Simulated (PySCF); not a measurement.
Compound: 2-propylpyridine, C8H11N.
SMILES with atom numbers: `[CH3:1][CH2:2][CH2:3][c:4]1[cH:5][cH:6][cH:7][cH:8][n:9]1`

Geometry (GFN2-xTB, Å), atoms numbered from 1 in this order:
```xyz
20
C8H11N angstrom
C     -2.280    0.975    0.032
C     -2.013   -0.414   -0.531
C     -0.998   -1.189    0.320
C      0.359   -0.551    0.267
C      1.170   -0.678   -0.859
C      2.403   -0.051   -0.871
C      2.790    0.683    0.241
C      1.913    0.749    1.311
N      0.735    0.153    1.326
H     -1.356    1.546    0.092
H     -2.698    0.905    1.033
H     -2.981    1.516   -0.600
H     -2.947   -0.979   -0.566
H     -1.636   -0.329   -1.553
H     -1.333   -1.206    1.358
H     -0.931   -2.215   -0.049
H      0.839   -1.263   -1.705
H      3.054   -0.134   -1.730
H      3.744    1.185    0.275
H      2.161    1.308    2.205
```

NICS = −σ at a ghost point: NICS(0) at the centroid of the ring atoms, NICS(1) 1 Å to either side along the normal of their mean plane, zz for the tensor component along that normal. Level: GIAO PBE0/pcSseg-1 (PySCF, non-relativistic, gas phase) on the GFN2-xTB geometry, one conformer.

Ring bond lengths (Å), with Mayer bond orders in brackets: C4–C5 1.394 (1.32), C5–C6 1.383 (1.45), C6–C7 1.387 (1.41), C7–C8 1.385 (1.40), C8–N9 1.321 (1.49), N9–C4 1.326 (1.47).

Give the NICS values of each ring in ppm.

| ring | type | NICS(0) | NICS(1), two faces | NICS(1)zz, two faces | rms pucker (Å) | centre to ring atoms, mean (Å) |
| --- | --- | --- | --- | --- | --- | --- |
| C4–C5–C6–C7–C8–N9 | 6-membered ring with N; formal bonds all aromatic | -7.1 | -11.1 / -10.9 | -28.4 / -27.5 | 0.00 | 1.37 |

What can be read from them?

- C4–C5–C6–C7–C8–N9: mean NICS(1)zz -28.0 ppm, shielded. The ring is flat and has no four-coordinate atom; by the NICS criterion it is aromatic.

How equal are the bonds by HOMA? Use HOMA with the parameters of Krygowski (1993).

- C4–C5–C6–C7–C8–N9: HOMA 0.99; the largest term is that of C8–N9, α(R − Ropt)² = 0.02. The geometric and the magnetic index point the same way.

How shielded are the nuclei of the rings and their hydrogens (means over atoms taken as equivalent)?

```csv
atoms,environment,σ isotropic (ppm),"principal values of the symmetric part, first atom (ppm)"
C4,substituted aromatic carbon,17.2,"-83.9, -13.5, 149.1"
C5,aromatic CH carbon,59.8,"-50.2, 56.4, 173.4"
C6,aromatic CH carbon,44.6,"-71.0, 24.5, 180.3"
C7,aromatic CH carbon,61.4,"-51.3, 56.0, 179.5"
C8,aromatic CH next to a ring nitrogen,32.2,"-77.4, 28.4, 145.8"
N9,pyridine-type nitrogen,-91.9,"-382.1, -172.7, 278.9"
H17,aromatic hydrogen,24.29,"20.8, 22.4, 29.7"
H18,aromatic hydrogen,23.80,"20.6, 23.8, 27.0"
H19,aromatic hydrogen,24.46,"21.9, 24.2, 27.2"
H20,aromatic hydrogen,22.88,"18.8, 23.3, 26.6"
```
